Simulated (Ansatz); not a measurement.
`F[SiH]([SiH3])O[SiH3]` + `N#CO` → `N#CO[SiH3]` + `O[SiH](F)[SiH3]` at 298.15 K and 1 bar (ligand exchange at the Si–O bond).

Computed with Ansatz on PBE0-D4/def2-TZVP structures; ΔE is electronic, products minus reactants. CBS: MP2 limit from def2 TZ/QZ plus the TZ coupled-cluster correction, frozen cores. This one scheme is used for every species. Each species was taken in one conformer, which may not be the lowest.

```tsv
species	CCSD(T)/CBS energy (Eh)	H − E (kJ/mol)	S (J/(mol·K))
`F[SiH]([SiH3])O[SiH3]`	-1046.55730	202.4	411.2
`N#CO`	-168.48100	68.5	241.1
`N#CO[SiH3]`	-458.79584	116.0	302.7
`O[SiH](F)[SiH3]`	-756.23815	153.8	340.1
```

H − E and S are ideal-gas, rigid-rotor, harmonic terms from PBE0-D4/def2-TZVP, for one conformer and one mirror image of each species. 1 Eh = 2625.50 kJ/mol, R = 8.31446 J/(mol·K).

Q: By hand: ΔE, ΔH, ΔS and ΔG.

A: ΔE = (-458.79584) + (-756.23815) − (-1046.55730) − (-168.48100) = 0.00431 Eh = 11.3 kJ/mol. Δ(H − E) = 116.0 + 153.8 − 202.4 − 68.5 = -1.1, so ΔH = 10.2 kJ/mol. ΔS = 302.7 + 340.1 − 411.2 − 241.1 = -9.5 J/(mol·K). ΔG = 10.2 − 298.15 × (-9.5)/1000 = 13.0 kJ/mol.

Q: By hand: the equilibrium constant, and the temperature at which ΔG would vanish if ΔH and ΔS stayed fixed.

A: log₁₀ K = −ΔG/(RT ln 10) = -2.3. ΔH and −TΔS have one sign here, so there is no such temperature.

The number of gas molecules stays the same, so ΔS is small and ΔH decides. A doubt of 5 kJ/mol in ΔE shifts log₁₀ K by 0.9 here. Other conformers and mirror images would add mixing entropy, several J/(mol·K) or more a flexible species. Modes under 60 cm⁻¹, often nearly free rotors, make the harmonic entropy too high. These are equilibria of isolated gas molecules and say nothing of rates. Largest T1 diagnostic: 0.014 (customary marks: 0.02 for closed shells, 0.045 for open ones).

ΔS is within the doubt of such terms, so its sign, and with it that verdict, could turn.
